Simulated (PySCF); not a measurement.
# `C#C[Si@@H]1C[C@H]1CCS`, C6H10SSi

Geometry:
```tsv
atom	x (Å)	y (Å)	z (Å)
C1	-4.055	1.643	0.321
C2	-3.181	0.945	-0.120
Si3	-1.859	-0.117	-0.824
C4	-0.770	-1.069	0.382
C5	-0.106	0.199	-0.181
C6	1.117	0.015	-1.047
C7	2.327	-0.337	-0.192
S8	3.814	-0.695	-1.193
H9	-4.815	2.255	0.715
H10	-2.065	-0.606	-2.175
H11	-0.982	-1.068	1.443
H12	-0.326	-2.004	0.069
H13	0.033	0.988	0.553
H14	0.949	-0.785	-1.772
H15	1.323	0.934	-1.604
H16	2.572	0.467	0.503
H17	2.147	-1.251	0.374
H18	3.868	0.493	-1.793
```

Computed with TDDFT CAM-B3LYP/def2-SVPD circular dichroism and optical rotation, one conformer, gas phase in PySCF 2.14.0. Geometry: GFN2-xTB.

The molecule is flexible and this is one conformer; a measurement averages over conformers.

**Question.** Draw the ECD and absorption spectra from the lowest 8 states, each a Gaussian of half-width 0.2 eV at 1/e height.

**Answer.** 
| E (eV) | λ (nm) | Δε (L mol⁻¹ cm⁻¹) | ε (L mol⁻¹ cm⁻¹) |
| --- | --- | --- | --- |
| 4.98 | 249 | -0.01 | 0.872 |
| 5.08 | 244 | -0.12 | 10.3 |
| 5.18 | 239 | -0.75 | 87.3 |
| 5.28 | 235 | -2.87 | 564 |
| 5.38 | 231 | -6.28 | 2700 |
| 5.48 | 226 | -6.78 | 8860 |
| 5.58 | 222 | -0.51 | 18700 |
| 5.68 | 218 | +7.28 | 24500 |
| 5.78 | 215 | +8.57 | 19800 |
| 5.88 | 211 | +4.76 | 10000 |
| 5.98 | 207 | +1.72 | 4150 |
| 6.08 | 204 | +1.36 | 3000 |
| 6.18 | 201 | +2.92 | 3070 |
| 6.28 | 198 | +6.06 | 2810 |
| 6.38 | 194 | +10.19 | 3690 |
| 6.48 | 191 | +13.01 | 6840 |

Δε uses R in velocity form, ε uses f in length form. Only the states computed contribute, so the short-wavelength end is incomplete.
